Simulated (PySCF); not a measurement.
**Oscillator strengths, rates and cross-sections**

Compound: C₅H₅ClNPS.
SMILES: `CSC1=PC(Cl)=NC=C1`

Method used: TDDFT PBE0/def2-SVPD, vertical, gas phase, core orbitals frozen in the response (PySCF). Geometry: GFN2-xTB, one conformer, isolated molecule. Torsions of this conformer, `[CH3:1][S:2][c:3]1[cH:4][cH:5][n:6][c:7]([Cl:8])[p:9]1`: C1–S2–C3–C4 180°.

Computed singlets with f of 0.002 or more:

```json
{"state": "S1", "ν̃ (cm⁻¹)": "32120", "f": "0.032"}
{"state": "S2", "ν̃ (cm⁻¹)": "32940", "f": "0.0033"}
{"state": "S3", "ν̃ (cm⁻¹)": "35690", "f": "0.069"}
{"state": "S5", "ν̃ (cm⁻¹)": "39220", "f": "0.281"}
{"state": "S6", "ν̃ (cm⁻¹)": "41860", "f": "0.161"}
```

Task: Give A, τ, |μ| and ∫σ dE for each state.

Result: For one non-degenerate pair of states in vacuum, A = 0.6670 f ν̃² s⁻¹ with ν̃ in cm⁻¹, τ = 1/A, |μ|² = 3f / (2ΔE) in atomic units, and the integrated cross-section is ∫σ dE = 109.76 f Mb·eV.

```
state  A (s⁻¹)       τ  |μ| (D)  ∫σ dE (Mb·eV)
   S1  2.2×10⁷   46 ns     1.44            3.5
   S2  2.4×10⁶  420 ns     0.46           0.36
   S3  5.9×10⁷   17 ns     2.03            7.6
   S5  2.9×10⁸  3.5 ns     3.90             31
   S6  1.9×10⁸  5.3 ns     2.86             18
```

Only emission to the ground state at the vertical energy is counted.

Task: Which computed singlets stay under f = 0.002?

Result: S4 (4.57 eV, f 0.0013), S7 (5.38 eV, f 0.0016) and S8 (5.48 eV, f 0.0003).

Task: What is the integrated cross-section of all computed states together?

Result: Σf = 0.549 over S1 to S8, so 109.76 × Σf ≈ 60.2 Mb·eV.

Task: By what factor does the largest A in the list exceed the smallest?

Result: S5 has 120 times the rate of S2.

On one thread of an Arm Neoverse V1 (shared host), this took 50 s wall and 0.95 GiB of memory at its peak.
